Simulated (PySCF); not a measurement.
A geometry optimisation, step by step.

Compound: C5H10FGeO (doublet state).
Numbering: `[CH3:1][O:2][C@@H:3]1[CH2:4][GeH2:5][CH2:6][C:7]1[F:8]` (hydrogens: H9, H10, H11 on C1; H12 on C3; H13, H14 on C4; H15, H16 on Ge5; H17, H18 on C6)

Computed by this run: PySCF 2.14.0, PBE0-D3(BJ)/def2-SVP geometry optimisation, gas phase; unrestricted, density fitting, grid level 1; the optimiser is geomeTRIC in internal coordinates, started from a GFN2-xTB structure. 6 of its 11 geometries are shown. The frame can shift and turn from step to step; on so coarse a grid that alone can change the energy by a few meV, and forces under 0.02 eV/Å are noise.

Step 0: E = -66595.7764 eV, largest atomic force 0.921 eV/Å
```
atom  x, y, z in Å  |  force x, y, z in eV/Å
C1      2.162    0.337    0.934   -0.490   0.143  -0.344
O2      1.095    0.719    0.104    0.299  -0.351  -0.030
C3      0.572   -0.336   -0.680   -0.118   0.501  -0.135
C4     -0.456    0.358   -1.583    0.124  -0.073   0.584
Ge5    -1.720    0.950   -0.174    0.158  -0.730  -0.247
C6     -1.258   -0.637    0.995   -0.101   0.433  -0.202
C7     -0.192   -1.273    0.205    0.046  -0.901  -0.184
F8     -0.510   -2.459   -0.388    0.175   0.637   0.218
H9      1.876   -0.495    1.587   -0.003  -0.250   0.251
H10     3.032    0.036    0.339    0.302  -0.100  -0.119
H11     2.416    1.206    1.536    0.166   0.257   0.252
H12     1.364   -0.853   -1.240    0.176  -0.137  -0.129
H13     0.024    1.147   -2.156    0.118   0.383  -0.208
H14    -0.906   -0.358   -2.268   -0.268  -0.242  -0.191
H15    -1.394    2.279    0.443    0.177   0.538   0.302
H16    -3.163    0.988   -0.631   -0.514  -0.091  -0.151
H17    -0.885   -0.266    1.950    0.081   0.158   0.320
H18    -2.075   -1.329    1.186   -0.326  -0.175   0.013
```

Step 2: E = -66595.8797 eV, largest atomic force 0.150 eV/Å
```
atom  x, y, z in Å  |  force x, y, z in eV/Å
C1      2.243    0.281    0.919   -0.010   0.038   0.009
O2      1.189    0.721    0.110    0.028  -0.079  -0.016
C3      0.590   -0.293   -0.661    0.043   0.143   0.017
C4     -0.445    0.405   -1.548    0.033  -0.011  -0.016
Ge5    -1.803    0.915   -0.210   -0.069   0.061  -0.007
C6     -1.292   -0.597    1.001   -0.018   0.011   0.039
C7     -0.182   -1.232    0.239   -0.019  -0.007   0.023
F8     -0.490   -2.396   -0.361    0.009  -0.024  -0.016
H9      1.930   -0.527    1.607    0.012   0.021  -0.016
H10     3.092   -0.093    0.313   -0.021  -0.001   0.018
H11     2.586    1.142    1.511    0.002  -0.033  -0.015
H12     1.355   -0.842   -1.247   -0.059  -0.055  -0.002
H13     0.001    1.232   -2.121   -0.023  -0.035   0.043
H14    -0.884   -0.327   -2.244    0.014   0.047  -0.016
H15    -1.578    2.297    0.432   -0.023  -0.049  -0.021
H16    -3.256    0.826   -0.728    0.062  -0.024   0.006
H17    -0.967   -0.186    1.970    0.015  -0.030  -0.044
H18    -2.107   -1.314    1.173    0.026   0.028   0.013
```

Step 4: E = -66595.8873 eV, largest atomic force 0.094 eV/Å
```
atom  x, y, z in Å  |  force x, y, z in eV/Å
C1      2.265    0.254    0.914    0.053  -0.023   0.039
O2      1.228    0.721    0.103   -0.025   0.032  -0.011
C3      0.593   -0.274   -0.656   -0.005  -0.077   0.009
C4     -0.437    0.438   -1.533   -0.081  -0.037  -0.029
Ge5    -1.836    0.904   -0.221    0.051   0.022   0.029
C6     -1.294   -0.579    1.008   -0.005  -0.062  -0.038
C7     -0.183   -1.212    0.247   -0.006   0.085   0.016
F8     -0.487   -2.377   -0.352   -0.006  -0.030  -0.019
H9      1.921   -0.515    1.631   -0.006   0.001  -0.001
H10     3.087   -0.184    0.314   -0.007   0.000  -0.004
H11     2.660    1.112    1.475    0.000   0.007  -0.001
H12     1.326   -0.852   -1.255    0.009   0.009   0.003
H13     0.004    1.279   -2.085    0.028   0.021   0.024
H14    -0.861   -0.278   -2.253    0.013   0.017  -0.027
H15    -1.675    2.290    0.421   -0.018   0.020  -0.003
H16    -3.267    0.751   -0.769   -0.015  -0.014  -0.013
H17    -0.964   -0.158    1.969    0.022   0.023   0.000
H18    -2.097   -1.305    1.196   -0.002   0.005   0.027
```

Step 6: E = -66595.8913 eV, largest atomic force 0.072 eV/Å
```
atom  x, y, z in Å  |  force x, y, z in eV/Å
C1      2.277    0.219    0.915   -0.014   0.003  -0.017
O2      1.251    0.709    0.100    0.014   0.032   0.033
C3      0.590   -0.271   -0.655   -0.034  -0.059  -0.024
C4     -0.431    0.469   -1.525   -0.006  -0.009  -0.022
Ge5    -1.861    0.894   -0.233    0.023  -0.015   0.005
C6     -1.289   -0.562    1.017   -0.004   0.001   0.002
C7     -0.191   -1.200    0.248    0.009  -0.058  -0.018
F8     -0.501   -2.368   -0.346   -0.007   0.043   0.013
H9      1.906   -0.511    1.658   -0.003  -0.005   0.006
H10     3.068   -0.275    0.319    0.009  -0.001  -0.004
H11     2.716    1.075    1.443    0.006   0.005   0.009
H12     1.306   -0.861   -1.263    0.019   0.021   0.005
H13     0.026    1.333   -2.026    0.012   0.015   0.015
H14    -0.830   -0.213   -2.292   -0.009  -0.004  -0.002
H15    -1.769    2.292    0.398   -0.005   0.012  -0.005
H16    -3.274    0.676   -0.809   -0.008  -0.002   0.002
H17    -0.931   -0.109    1.954    0.004   0.021  -0.003
H18    -2.082   -1.284    1.253   -0.005   0.000   0.006
```

Step 8: E = -66595.8925 eV, largest atomic force 0.033 eV/Å
```
atom  x, y, z in Å  |  force x, y, z in eV/Å
C1      2.274    0.201    0.920   -0.014   0.010  -0.011
O2      1.249    0.699    0.109    0.005  -0.013   0.002
C3      0.588   -0.277   -0.655    0.003   0.029  -0.003
C4     -0.424    0.475   -1.528    0.025   0.003   0.004
Ge5    -1.867    0.887   -0.244   -0.015  -0.003  -0.006
C6     -1.281   -0.546    1.024   -0.003   0.017   0.016
C7     -0.199   -1.202    0.247    0.004  -0.032   0.008
F8     -0.533   -2.360   -0.350   -0.010   0.010  -0.010
H9      1.903   -0.533    1.660    0.001  -0.001  -0.001
H10     3.064   -0.291    0.320    0.002   0.001   0.002
H11     2.717    1.053    1.453   -0.001  -0.003   0.002
H12     1.308   -0.864   -1.262    0.002  -0.002   0.004
H13     0.044    1.352   -1.996   -0.006  -0.006  -0.005
H14    -0.810   -0.188   -2.316   -0.004  -0.003   0.007
H15    -1.805    2.297    0.366    0.002  -0.004  -0.001
H16    -3.274    0.638   -0.824    0.006  -0.001   0.001
H17    -0.899   -0.068    1.939    0.002  -0.003  -0.008
H18    -2.072   -1.259    1.296    0.001   0.000  -0.001
```

Step 10: E = -66595.8928 eV, largest atomic force 0.028 eV/Å
```
atom  x, y, z in Å  |  force x, y, z in eV/Å
C1      2.270    0.199    0.927    0.010  -0.004   0.011
O2      1.243    0.695    0.118   -0.010  -0.009  -0.017
C3      0.590   -0.281   -0.652    0.016   0.019   0.015
C4     -0.418    0.468   -1.531   -0.002   0.004   0.008
Ge5    -1.866    0.884   -0.253   -0.004   0.008  -0.001
C6     -1.277   -0.537    1.027   -0.004  -0.011  -0.004
C7     -0.204   -1.205    0.246   -0.001   0.020   0.015
F8     -0.563   -2.348   -0.366   -0.005  -0.014  -0.015
H9      1.905   -0.552    1.652    0.000   0.002  -0.002
H10     3.072   -0.271    0.325   -0.003   0.001   0.001
H11     2.697    1.049    1.478   -0.002  -0.001  -0.002
H12     1.316   -0.866   -1.254   -0.003  -0.005   0.000
H13     0.051    1.344   -2.000   -0.002  -0.006  -0.009
H14    -0.802   -0.197   -2.318    0.002  -0.001   0.002
H15    -1.808    2.300    0.344    0.000  -0.003   0.003
H16    -3.271    0.625   -0.830    0.003  -0.002  -0.005
H17    -0.884   -0.052    1.933    0.004   0.000  -0.003
H18    -2.069   -1.243    1.311    0.003   0.002   0.004
```

Task: Summarise the path.

Result: The energy falls by 0.1164 eV from step 0 to step 10; nine tenths of that is first reached at step 3. It falls at every step. The largest force goes from 0.921 to 0.028 eV/Å. Among the bonds Ge5–H15 changes most, from 1.501 to 1.538 Å; the atoms move by 0.221 Å rms after alignment.

The cost below is that of the whole optimisation. The run took 6.3 min of wall time on one thread, Arm Neoverse V1 (shared host).
